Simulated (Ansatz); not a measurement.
The lowest doublet and quartet of HSi (SMILES [SiH]); geometries from B3LYP-D3(BJ)/def2-TZVP, each state relaxed from the structure named, with no frequency check.
Doublet (charge 0, multiplicity 2):
```
atom   x (Å)   y (Å)    z (Å)
----  ------  ------  -------
Si    0.0000  0.0000  -0.1020
H     0.0000  0.0000   1.4276
```

A positive gap puts the quartet lower; no zero-point energy. U- takes an unrestricted doublet. The quartet is unrestricted in single-reference levels. Active spaces average the two states.

Frozen-core correlation.

Run with Ansatz (a first-principles code) with Gaussian orbitals. Values without a source in brackets are computed.

| level | gap E(doublet) − E(quartet), vertical, at the doublet's geometry (kcal/mol) |
|---|---|
| U-BHLYP/def2-TZVPP | -43.20 |
| U-MP2/cc-pV(D+d)Z | -32.07 |
| U-CCSD(T)/cc-pV(Q+d)Z | -38.74 |
| U-CCSDT/cc-pV(D+d)Z | -36.40 |
| U-CCSDT/cc-pV(Q+d)Z | -38.70 |
| SA-CASSCF(5,5)/cc-pV(D+d)Z | -28.18 |
| SA-CASSCF(5,5)/cc-pV(T+d)Z | -28.69 |
| SC-NEVPT2 on SA-CASSCF(5,5)/cc-pV(T+d)Z | -37.91 |
| FIC-MRCISD+Q on SA-CASSCF(5,5)/cc-pV(Q+d)Z | (withheld) |

Some entries are withheld; supply them.


- FIC-MRCISD+Q on SA-CASSCF(5,5)/cc-pV(Q+d)Z, gap E(doublet) − E(quartet), vertical, at the doublet's geometry (kcal/mol): -40.06
